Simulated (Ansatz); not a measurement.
The cluster KNa₄⁺, 5 atoms. Hardware: 4 threads of Arm Neoverse V2 on a shared host.

Correlated methods freeze 9 core orbitals; core or outer-core shells of Na, K are correlated, in sets that lack core-valence functions.

**Question.** How many basis functions does each of these Ansatz runs have, and roughly what does it cost? B2PLYP/def2-TZVP, charge 1 singlet, energy, from earlier orbitals; PBE0/def2-TZVP, charge 1 singlet, energy, from earlier orbitals; PBE/def2-SVP, charge 1 singlet, relaxation, 18 steps; r2SCAN/def2-TZVP, charge 1 singlet, energy, from earlier orbitals; PBE/def2-SVP, charge 1 singlet, energy, from earlier orbitals; PBE/def2-TZVP, charge 1 singlet, energy and forces, from earlier orbitals; MP2/def2-TZVP, charge 1 singlet, energy, from earlier orbitals; PBE0/def2-SVP, charge 1 singlet, energy, from earlier orbitals; BHLYP/def2-TZVP, charge 1 singlet, energy, from earlier orbitals; BLYP/def2-TZVP, charge 1 singlet, energy, from earlier orbitals; CCSD(T)/def2-TZVPP, charge 1 singlet, energy, from earlier orbitals.

**Answer.** Other jobs shared the machine, so times can vary by a factor of up to 3. A dash marks memory too small to be measured apart from the calling script's.

```csv
run,functions,fitting or Cholesky vectors,wall time,peak host memory (GiB)
"PBE/def2-SVP, charge 1 singlet, energy, from earlier orbitals",84,976,1.1 s,–
"MP2/def2-TZVP, charge 1 singlet, energy, from earlier orbitals",161,1472,1.6 s,–
"PBE0/def2-SVP, charge 1 singlet, energy, from earlier orbitals",84,768,1.6 s,–
"PBE/def2-TZVP, charge 1 singlet, energy and forces, from earlier orbitals",161,1433,1.9 s,–
"BLYP/def2-TZVP, charge 1 singlet, energy, from earlier orbitals",161,1433,2.2 s,–
"BHLYP/def2-TZVP, charge 1 singlet, energy, from earlier orbitals",161,1544,2.4 s,–
"PBE0/def2-TZVP, charge 1 singlet, energy, from earlier orbitals",161,1498,2.8 s,–
"r2SCAN/def2-TZVP, charge 1 singlet, energy, from earlier orbitals",161,1433,3.6 s,–
"B2PLYP/def2-TZVP, charge 1 singlet, energy, from earlier orbitals",161,1472,3.6 s,–
"PBE/def2-SVP, charge 1 singlet, relaxation, 18 steps",84,976,14 s,–
"CCSD(T)/def2-TZVPP, charge 1 singlet, energy, from earlier orbitals",161,1472,52 s,1.8
```
